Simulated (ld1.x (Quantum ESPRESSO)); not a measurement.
## PBE TM dataset for hafnium, fully relativistic all-electron reference.

hafnium, norm-conserving Troullier–Martins (Kleinman–Bylander form), made with ld1.x (Quantum ESPRESSO) 7.5 (PBE, fully relativistic). Core [Xe], reference 4f13 5d3 6s2 6p0. Waves: 6s (bound): rc 2.65 bohr; 5d (bound): rc 1.80 bohr; 4f (bound): rc 0.65 bohr; 6p (bound, empty): rc 4.05 bohr. Local part: the p channel. Core correction: none.

Open shells are filled in proportion to 2j + 1 (rel_dist='average').

All-electron outer shells of the reference configuration (PBE, scalar-relativistic, ld1.x):

```json
{"shell": "5s", "level (eV)": "-71.04", "outermost node (bohr)": "0.55", "outermost maximum (bohr)": "1.01"}
{"shell": "5p", "level (eV)": "-38.63", "outermost node (bohr)": "0.59", "outermost maximum (bohr)": "1.15"}
{"shell": "4f", "level (eV)": "-24.62", "outermost node (bohr)": "–", "outermost maximum (bohr)": "0.45"}
{"shell": "6s", "level (eV)": "-5.33", "outermost node (bohr)": "1.34", "outermost maximum (bohr)": "2.82"}
{"shell": "5d", "level (eV)": "-3.71", "outermost node (bohr)": "0.66", "outermost maximum (bohr)": "1.61"}
{"shell": "6p", "level (eV)": "-1.39", "outermost node (bohr)": "1.62", "outermost maximum (bohr)": "3.90"}
```

(1) Does the generator finish with these settings?

## Answers

(1) No. ld1.x (Quantum ESPRESSO) 7.5 stopped with "run_pseudo: Errors in PS-KS equation": the pseudo-atom solver did not find the valence states with the expected number of nodes, which is the usual sign of a ghost state. Before that it printed "Warning: n=4, l=3 expected 0 nodes, found 1".
